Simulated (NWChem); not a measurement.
System: CH5AlClN; SMILES [CH3][Al]([NH2])[Cl]

Input file for NWChem:

```
start job
memory heap 200 mb stack 900 mb global 1100 mb
geometry units angstroms noautoz
  Al    -0.049911    -0.410094    -0.098991
  Cl     0.129212     1.673170    -0.500170
  C      1.530292    -1.551395    -0.015124
  H      2.071864    -1.544937    -0.984151
  H      1.279221    -2.603554     0.229661
  H      2.242214    -1.181011     0.751746
  N     -1.708125    -1.003148     0.146957
  H     -1.964129    -1.973445     0.341480
  H     -2.546627    -0.419815     0.106022
end
basis spherical
  Al library def2-tzvp
  Cl library def2-tzvp
  C library def2-tzvp
  H library def2-tzvp
  N library def2-tzvp
end
dft
  xc xcamb88 1.00 lyp 1.0 hfexch 1.00
  cam 0.33 cam_alpha 0.0 cam_beta 1.0
  iterations 150
  mulliken
end
task dft energy
```

Parts of the log:

```
             Northwest Computational Chemistry Package (NWChem) 7.3.0
             --------------------------------------------------------

 C1  symmetry detected

                             Geometry "geometry" -> ""
                             -------------------------

 Output coordinates in angstroms (scale by  1.889725989 to convert to a.u.)

  No.       Tag          Charge          X              Y              Z
 ---- ---------------- ---------- -------------- -------------- --------------
    1 Al                  13.0000    -0.04286197    -0.39831151    -0.00016794
    2 Cl                  17.0000     0.11459088     1.72494709     0.00006397
    3 C                    6.0000     1.55417220    -1.51908124     0.00032471
    4 H                    1.0000     2.16794204    -1.32937983    -0.90502342
    5 H                    1.0000     1.31134085    -2.60084879     0.02872898
    6 H                    1.0000     2.19593267    -1.28819697     0.87607741
    7 N                    7.0000    -1.69977745    -1.04368538     0.00072607
    8 H                    1.0000    -1.94571613    -2.03581811    -0.00562498
    9 H                    1.0000    -2.54692983    -0.47152208    -0.00009292

 Effective nuclear repulsion energy (a.u.)     191.5149810444

                                 NWChem DFT Module
                                 -----------------

 Summary of "ao basis" -> "ao basis" (spherical)
 ------------------------------------------------------------------------------
       Tag                 Description            Shells   Functions and Types
 ---------------- ------------------------------  ------  ---------------------
 Al                        def2-tzvp                13       37   5s5p2d1f
 Cl                        def2-tzvp                13       37   5s5p2d1f
 C                         def2-tzvp                11       31   5s3p2d1f
 H                         def2-tzvp                 4        6   3s1p
 N                         def2-tzvp                11       31   5s3p2d1f

            General Information
            -------------------
          SCF calculation type: DFT
          Wavefunction type:  closed shell.
          No. of atoms     :     9
          No. of electrons :    48
           Alpha electrons :    24
            Beta electrons :    24
          Charge           :     0
          Spin multiplicity:     1
          Use of symmetry is: off; symmetry adaption is: off
          Maximum number of iterations: 150
          AO basis - number of functions:   166
                     number of shells:    68
          Convergence on energy requested:  1.00D-06
          Convergence on density requested:  1.00D-05
          Convergence on gradient requested:  5.00D-04

              XC Information
              --------------
                     Hartree-Fock (Exact) Exchange  1.000
                   CAM-Becke88 Exchange Functional  1.000
              Lee-Yang-Parr Correlation Functional  1.000

           Range-Separation Parameters
           ---------------------------
           Alpha           :  0.00
           Beta            :  1.00
           Gamma           :  0.33
           Short-Range HF  :     F

             Grid Information
             ----------------
          Grid used for XC integration:  medium
          Radial quadrature: Mura-Knowles
          Angular quadrature: Lebedev.
          Tag              B.-S. Rad. Rad. Pts. Rad. Cut. Ang. Pts.
          ---              ---------- --------- --------- ---------
          Al                  1.25       88          10.0       590
          Cl                  1.00       88          12.0       590
          C                   0.70       49          12.0       434
          H                   0.35       45          12.0       434
          N                   0.65       49          11.0       434
          Grid pruning is: on
          Number of quadrature shells:   499
          Spatial weights used:  Erf1

      Superposition of Atomic Density Guess
      -------------------------------------

 Sum of atomic energies:        -795.83443850

      Non-variational initial energy
      ------------------------------

 Total energy =    -797.233021
 1-e energy   =   -1478.838069
 2-e energy   =     490.090067
 HOMO         =      -0.366853
 LUMO         =      -0.014429

     ---------------------------------------------
      Total Density - Mulliken Population Analysis
     ---------------------------------------------

    Atom       Charge   Shell Charges
 -----------   ------   -------------------------------------------------------
    1 Al  13    11.91   2.00  0.65  1.33  0.69  0.20  2.91  2.28  0.82  0.60  0.15  0.15  0.07  0.07
    2 Cl  17    17.47   2.01  0.45  1.52  1.11  0.83  4.19  1.69  1.12  2.99  1.55  0.00  0.01  0.00
    3 C    6     6.84   0.86  1.12  0.56  0.69  0.13  1.29  1.57  0.60  0.01  0.01  0.00
    4 H    1     0.80   0.23  0.43  0.12  0.02
    5 H    1     0.81   0.23  0.43  0.12  0.02
    6 H    1     0.80   0.23  0.43  0.12  0.02
    7 N    7     8.03   0.82  1.16  0.57  0.82  0.17  1.66  1.96  0.87  0.00  0.00  0.00
    8 H    1     0.67   0.22  0.34  0.08  0.04
    9 H    1     0.67   0.22  0.34  0.08  0.04

   convergence    iter        energy       DeltaE   RMS-Dens  Diis-err
 ---------------- ----- ----------------- --------- --------- ---------
 d= 0,ls=0.0,diis     1   -797.9274099257 -9.89D+02  3.96D-03  1.73D+00
 d= 0,ls=0.0,diis     2   -797.9795893941 -5.22D-02  1.92D-03  3.16D-01
 d= 0,ls=0.0,diis     3   -797.9964283954 -1.68D-02  7.35D-04  1.49D-01
 d= 0,ls=0.0,diis     4   -798.0099299677 -1.35D-02  1.16D-04  1.21D-03
 d= 0,ls=0.0,diis     5   -798.0100522359 -1.22D-04  5.65D-05  6.29D-05
  Resetting Diis
 d= 0,ls=0.0,diis     6   -798.0100655065 -1.33D-05  1.41D-05  5.64D-06
 d= 0,ls=0.0,diis     7   -798.0100665146 -1.01D-06  4.38D-06  5.54D-07
 d= 0,ls=0.0,diis     8   -798.0100665753 -6.07D-08  1.50D-06  3.65D-07

         Total DFT energy =     -798.010066575284
      One electron energy =    -1483.493005219245
           Coulomb energy =      554.445893829837
    Exchange-Corr. energy =      -60.477936230282
 Nuclear repulsion energy =      191.514981044407

 Numeric. integr. density =       47.999999371053

                       DFT Final Molecular Orbital Analysis
                       ------------------------------------

 Vector   22  Occ=2.000000D+00  E=-4.211665D-01
              MO Center=  5.2D-02,  1.5D+00, -3.7D-04, r^2= 1.8D+00
   Bfn.  Coefficient  Atom+Function         Bfn.  Coefficient  Atom+Function
  ----- ------------  ---------------      ----- ------------  ---------------
    54      0.490128  2 Cl pz                57      0.330134  2 Cl pz
    51      0.246669  2 Cl pz                45     -0.200073  2 Cl pz
    17      0.093574  1 Al pz                48     -0.089466  2 Cl pz
   131      0.076214  7 N  pz               134      0.064687  7 N  pz
    20      0.063165  1 Al pz               137      0.058120  7 N  pz

 Vector   23  Occ=2.000000D+00  E=-3.964671D-01
              MO Center=  6.2D-01, -4.8D-02,  2.0D-04, r^2= 4.2D+00
   Bfn.  Coefficient  Atom+Function         Bfn.  Coefficient  Atom+Function
  ----- ------------  ---------------      ----- ------------  ---------------
    52      0.313776  2 Cl px                55      0.221995  2 Cl px
    80      0.208716  3 C  px                49      0.160548  2 Cl px
    83      0.161000  3 C  px                81     -0.157773  3 C  py
    15     -0.146285  1 Al px                53     -0.144734  2 Cl py
     4     -0.140265  1 Al s                 86      0.135506  3 C  px

 Vector   24  Occ=2.000000D+00  E=-3.677821D-01
              MO Center= -1.5D+00, -8.7D-01,  1.0D-03, r^2= 1.7D+00
   Bfn.  Coefficient  Atom+Function         Bfn.  Coefficient  Atom+Function
  ----- ------------  ---------------      ----- ------------  ---------------
   131      0.401195  7 N  pz               137      0.335745  7 N  pz
   134      0.328942  7 N  pz                54     -0.125516  2 Cl pz
    57     -0.103275  2 Cl pz                17      0.097326  1 Al pz
    20      0.069557  1 Al pz                51     -0.066874  2 Cl pz
    45      0.052443  2 Cl pz                24      0.050249  1 Al d  1

 Vector   25  Occ=0.000000D+00  E= 5.407897D-02
              MO Center= -5.8D-02, -9.0D-01, -1.3D-02, r^2= 7.4D+00
   Bfn.  Coefficient  Atom+Function         Bfn.  Coefficient  Atom+Function
  ----- ------------  ---------------      ----- ------------  ---------------
    79      2.621643  3 C  s                  5     -2.316758  1 Al s
   128      1.374228  7 N  s                108     -0.658319  4 H  s
   120     -0.647001  6 H  s                114     -0.407462  5 H  s
    19      0.396078  1 Al py                87      0.357948  3 C  py
   163     -0.350163  9 H  s                 42      0.297492  2 Cl s

 Vector   26  Occ=0.000000D+00  E= 6.507721D-02
              MO Center=  2.0D-02, -3.7D-01,  1.2D-02, r^2= 4.9D+00
   Bfn.  Coefficient  Atom+Function         Bfn.  Coefficient  Atom+Function
  ----- ------------  ---------------      ----- ------------  ---------------
    20      0.955511  1 Al pz                17      0.346226  1 Al pz
   137     -0.289460  7 N  pz                57     -0.269916  2 Cl pz
   108      0.159394  4 H  s                131     -0.157970  7 N  pz
   120     -0.152157  6 H  s                 54     -0.116989  2 Cl pz
   134     -0.108212  7 N  pz                 8     -0.093498  1 Al pz

[...]
```

Level: LC-BLYP (range parameter 0.33 per bohr)/def2-TZVP. The geometry was optimised at PBE-D3(BJ)/def2-SVP.
